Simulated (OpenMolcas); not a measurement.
# Bi⁴⁺: effect of the basis set

```yaml
Program: OpenMolcas
Method: "XMS-CASPT2, IPEA 0.25 Eh, imaginary shift 0.1 Eh (closed shells correlated: 5d)"
Active_space: 1 electron in 4 orbitals (6s 6p)
State_averaging: 2S+1 = 2 even, 1 root; 2S+1 = 2 odd, 3 roots
Spin-orbit_coupling: state interaction with AMFI integrals over the reference wave functions, term energies averaged over their components
```

A. ANO-RCC-VTZP [8s7p5d3f2g], DKH2, point nucleus; CASPT2 step about 1.4 core-seconds
B. ANO-R3 [9s8p6d3f2g1h], X2C, finite nucleus; CASPT2 step of the order of 1.6 core-seconds
C. ANO-RCC-VQZP [9s8p6d4f3g], DKH2, point nucleus; CASPT2 step roughly 1.9 core-seconds

Energies in cm-1 above 6s 2S 1/2, the measured ground level; measured values from Moore, Atomic Energy Levels, vol. III, NSRDS-NBS 35 (1971 reprint of NBS Circular 467, 1958).

```json
{"Level": "6s 2S 1/2", "A": "0.0", "B": "0.0", "C": "0.0", "Measured": "0.0"}
{"Level": "6p 2P* 1/2", "A": "92230", "B": "92330", "C": "92730", "Measured": ""}
{"Level": "6p 2P* 3/2", "A": "116170", "B": "114660", "C": "114120", "Measured": "115674"}
```

Among A to C the level of the table that moves most is 6p 2P* 3/2, by 2100 cm-1 (lowest in C, highest in A). Moves below CASPT2's spread within the term are not significant.

CASPT2 does not keep the components of a term degenerate, so their means are used; among the terms shown or strongly mixed into the levels shown the widest spread is 110 cm-1 (6p 2P*, C). Spin-orbit splittings of 6p shells tend to come out small when the coupling is added on scalar orbitals. With one active electron, CASPT2 adds the correlation within the correlated inactive shells and between them and that electron, and leaves the splitting within a term as the reference gives it. Levels of configurations outside the active space are missing.

* marks odd parity.
